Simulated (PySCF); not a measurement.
A series of derivatives of C[SiH2]C(F)Cl

Parent skeleton `[CH3:1][SiH2:2][CH:3]([F:4])[Cl:5]`; one hydrogen on atom 1 is replaced by X. Hydrogens on one atom are averaged.

One computed conformer, non-relativistic Hamiltonian, one averaged value for each set of equivalent atoms, in vacuum. GFN2-xTB geometry; NMR shieldings at PBE0/pcSseg-1/GIAO; PySCF 2.14.

References, each an isolated molecule treated in the same way: ¹³C (186.93 ppm) and ²⁹Si (349.16 ppm) and ¹H (31.72 ppm) against TMS; ¹⁹F (170.95 ppm) vs CFCl3; ³⁵Cl (949.78 ppm) against HCl.

Known members:
```
   X    C1    Si2     C3      F4    Cl5  H(C1)  H(Si2)  H(C3)
C2H5  15.4  -34.0  107.6  -185.9  216.8   0.79    4.24   6.47
CCl3  45.2  -39.6  106.3  -187.9  217.5   3.03    4.59   6.57
  Cl  29.7  -34.2  106.6  -192.6  218.3   3.15    4.40   6.81
 cPr  15.2  -39.5  107.0  -188.0  207.6   1.18    4.22   6.60
CHF2  22.1  -41.6  108.9  -185.3  213.9   1.46    4.48   6.78
```

Four more derivatives gave (δ, ppm):
```csv
compound,C1,Si2,C3,F4,Cl5,H(C1),H(Si2),H(C3)
1,18.9,-36.2,105.5,-189.8,217.0,2.19,4.50,6.64
2,30.0,-43.0,106.4,-188.7,214.1,2.25,4.77,6.62
3,13.8,-37.4,105.7,-190.3,218.5,2.13,4.39,6.51
4,1.9,-34.9,106.7,-190.2,205.9,1.53,4.28,6.58
```

Question: Their substituents are CF3, CF=CF2, CH2CF3, CHCl2. Which is which?

Answer: 1: X = CF3 (F[C@@H](Cl)[SiH2]CC(F)(F)F); 2: X = CHCl2 (F[C@@H](Cl)[SiH2]CC(Cl)Cl); 3: X = CF=CF2 (FC(F)=C(F)C[SiH2][C@H](F)Cl); 4: X = CH2CF3 (F[C@@H](Cl)[SiH2]CCC(F)(F)F).

Unscaled 19F shifts against computed CFCl3 carry errors that often reach 10 to 50 ppm.
